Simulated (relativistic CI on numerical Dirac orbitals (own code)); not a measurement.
What each ingredient does to the levels of Nb38+

Base calculation: Dirac-Coulomb-Breit CI, separate exchange-only KLI orbitals for each configuration, QED by a radiative potential, unscaled Slater integrals.

Configuration list (outside the closed core 1s2): 2s, 2p, 3s, 3p, 3d, 4s, 4p, 4d, 4f, 5s, 5p, 5d, 5f, 5g. Levels of other configurations are missing.

The lowest level and the first level of each name with at least 55 % of one term (blank where a level has no safe partner in the second run):

| Level | Base (eV) | Shift (eV) |
| --- | --- | --- |
| 2s 2S_1/2 | 0.00 | 0.00 |
| 2p 2P°_1/2 | 83.71 | +0.10 |
| 2p 2P°_3/2 | 197.21 | +0.08 |
| 3s 2S_1/2 | 3045.32 | -0.03 |
| 3p 2P°_1/2 | 3068.53 | -0.03 |
| 3p 2P°_3/2 | 3102.18 | -0.02 |
| 3d 2D_3/2 | 3110.33 | -0.03 |
| 3d 2D_5/2 | 3120.84 | -0.03 |
| 4s 2S_1/2 | 4096.77 | -0.03 |
| 4p 2P°_1/2 | 4106.31 | -0.03 |
| 4p 2P°_3/2 | 4120.47 | -0.03 |
| 4d 2D_3/2 | 4123.87 | -0.03 |
| 4d 2D_5/2 | 4128.31 | -0.03 |
| 4f 2F°_5/2 | 4128.49 | -0.03 |

At this charge energies of transitions that change n are usually good to better than 1 %, and those within a shell (Δn = 0) to a few per cent.

One thing was changed in a second run, which moved the levels as shown. Which?
A. one mean potential for all configurations
B. configuration mixing switched off
C. QED terms removed
D. valence Slater integrals scaled by 0.9
E. Breit term removed

A. One mean potential for all configurations. One potential for all configurations removes the relaxation of the orbitals, which moves whole configurations and changes the integrals a little.
